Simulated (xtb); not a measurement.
hydrogen iodide (HI), singlet, from a rough starting geometry.

The xtb input:
```
$ xtb mol.xyz --gfn 2 --opt vtight --json

# file mol.xyz
2

I      0.81555028    -0.03761141    -0.02393631
H     -0.76290341     0.03295320     0.01147464
```

Q: What dipole moment does GFN2-xTB run with xtb 6.7.1 give?

A: 2.48 D

Q: What is the computed total energy at the end of the optimisation (GFN2-xTB)?

A: -4.3250 Eh

Q: What HOMO-LUMO gap does GFN2-xTB give?

A: 6.43 eV
